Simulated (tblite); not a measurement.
Compound: C₆H₉B₂ (doublet state).
Numbering: `[H]/[C:1]=[CH:2]/[BH:3][C:4]#[C:5][B:6]([CH3:7])[CH3:8]` (hydrogens: H9 on C1; H10 on C2; H11 on B3; H12, H13, H14 on C7; H15, H16, H17 on C8)
Bond orders are those of one Lewis drawing.

Computed with GFN2-xTB (tblite), gas phase: L-BFGS steps from a force-field or distance-geometry start until the largest atomic force falls under 0.01 eV/Å.

Step 31: E = -535.7097 eV
```
atom  x, y, z in Å  |  force x, y, z in eV/Å
C1      4.6225   -0.2941    0.1353    0.051  -0.055   0.042
C2      3.3701    0.0132    0.2914    0.044  -0.044  -0.135
B3      2.3320   -0.8894    1.0187   -0.017   0.043  -0.004
C4      0.8870   -0.5744    0.7774   -0.033  -0.005   0.014
C5     -0.2608   -0.2612    0.5080   -0.006   0.042   0.024
B6     -1.6793    0.1120    0.1657    0.011  -0.053  -0.056
C7     -2.7372   -1.0491   -0.0502   -0.004   0.034   0.011
C8     -2.0737    1.6387   -0.0008   -0.027  -0.047   0.046
H9      5.5091    0.0752   -0.3256    0.059   0.029  -0.002
H10     2.9742    0.9365   -0.1548   -0.049   0.030   0.004
H11     2.6851   -1.7740    1.6970   -0.045   0.023   0.051
H12    -3.2301   -0.9863   -1.0201    0.027   0.028   0.023
H13    -2.3154   -2.0488    0.0470    0.002   0.073  -0.041
H14    -3.5290   -0.9622    0.6945   -0.010   0.016  -0.009
H15    -3.0101    1.8786    0.4980   -0.042  -0.017   0.022
H16    -2.2341    1.8656   -1.0560    0.031  -0.055   0.012
H17    -1.3174    2.3318    0.3626    0.007  -0.042  -0.001
```

Step 32: E = -535.7118 eV
```
atom  x, y, z in Å  |  force x, y, z in eV/Å
C1      4.6303   -0.2933    0.1402    0.038  -0.047   0.029
C2      3.3759    0.0097    0.2915    0.031  -0.040  -0.149
B3      2.3311   -0.8853    1.0212    0.025   0.056  -0.017
C4      0.8885   -0.5699    0.7675   -0.028  -0.021   0.034
C5     -0.2610   -0.2621    0.4996    0.000   0.036   0.031
B6     -1.6816    0.1081    0.1660    0.017   0.040  -0.077
C7     -2.7388   -1.0496   -0.0524   -0.011   0.033   0.021
C8     -2.0755    1.6372    0.0039   -0.033  -0.030   0.043
H9      5.5143    0.0753   -0.3291    0.028   0.019   0.023
H10     2.9765    0.9266   -0.1673   -0.029   0.017   0.012
H11     2.6780   -1.7638    1.7112   -0.050   0.031   0.045
H12    -3.2329   -0.9834   -1.0205    0.021   0.021  -0.002
H13    -2.3172   -2.0479    0.0439    0.016   0.023  -0.053
H14    -3.5290   -0.9650    0.6925   -0.042   0.024   0.019
H15    -3.0136    1.8807    0.4997   -0.017  -0.039   0.017
H16    -2.2340    1.8664   -1.0525    0.054  -0.059   0.052
H17    -1.3181    2.3282    0.3726   -0.021  -0.064  -0.029
```

Step 33: E = -535.7142 eV
```
atom  x, y, z in Å  |  force x, y, z in eV/Å
C1      4.6397   -0.2934    0.1448    0.014  -0.024  -0.001
C2      3.3827    0.0047    0.2880    0.008  -0.036  -0.132
B3      2.3307   -0.8802    1.0232    0.060   0.048  -0.029
C4      0.8898   -0.5652    0.7586   -0.016  -0.028   0.051
C5     -0.2616   -0.2620    0.4929    0.017   0.023   0.033
B6     -1.6837    0.1044    0.1658    0.020   0.125  -0.075
C7     -2.7407   -1.0490   -0.0543   -0.021   0.023   0.025
C8     -2.0782    1.6345    0.0094   -0.031  -0.004   0.028
H9      5.5209    0.0764   -0.3319   -0.007   0.004   0.053
H10     2.9776    0.9168   -0.1786    0.008  -0.007   0.012
H11     2.6693   -1.7532    1.7261   -0.051   0.054   0.030
H12    -3.2350   -0.9788   -1.0210    0.010   0.016  -0.028
H13    -2.3186   -2.0457    0.0396    0.024  -0.032  -0.058
H14    -3.5297   -0.9668    0.6906   -0.066   0.029   0.041
H15    -3.0180    1.8823    0.5015    0.008  -0.060   0.012
H16    -2.2333    1.8643   -1.0486    0.068  -0.056   0.085
H17    -1.3190    2.3229    0.3820   -0.046  -0.073  -0.048
```

**Question.** Estimate the geometry and energy of step 34. (The exact step hangs on the optimiser's Hessian estimate; all steps are aligned on step 33, rigid shifts and turns removed.)

**Answer.** E = -535.7171 eV, largest force 0.169 eV/Å
```
atom  x, y, z in Å  |  force x, y, z in eV/Å
C1      4.6500   -0.2941    0.1499   -0.021   0.004  -0.042
C2      3.3899   -0.0017    0.2802   -0.020  -0.026  -0.086
B3      2.3307   -0.8732    1.0249    0.071   0.020  -0.037
C4      0.8908   -0.5604    0.7494    0.006  -0.026   0.063
C5     -0.2620   -0.2613    0.4848    0.036   0.010   0.027
B6     -1.6854    0.1016    0.1627    0.018   0.162  -0.043
C7     -2.7430   -1.0480   -0.0566   -0.026   0.005   0.020
C8     -2.0818    1.6312    0.0164   -0.017   0.023   0.007
H9      5.5294    0.0762   -0.3328   -0.036  -0.011   0.082
H10     2.9778    0.9061   -0.1918    0.056  -0.034   0.000
H11     2.6587   -1.7385    1.7446   -0.046   0.085   0.006
H12    -3.2381   -0.9745   -1.0221   -0.002   0.011  -0.043
H13    -2.3192   -2.0431    0.0338    0.021  -0.074  -0.058
H14    -3.5306   -0.9676    0.6895   -0.072   0.028   0.048
H15    -3.0231    1.8822    0.5044    0.022  -0.077   0.011
H16    -2.2310    1.8623   -1.0426    0.068  -0.043   0.094
H17    -1.3203    2.3148    0.3933   -0.058  -0.057  -0.051
```

The energy changes by -0.0029 eV. The first-order estimate −F·Δx gives -0.0040 eV and the mean of the old and new forces, exact on a quadratic surface, -0.0029 eV. The step makes an angle of 74° with the force vector and moves no atom by more than 0.026 Å.

The cost below is that of the whole relaxation. On one thread, Arm Neoverse V1 (aarch64), shared host with 32 logical CPUs at a one-minute load of 13, this took 0.87 s of wall time.
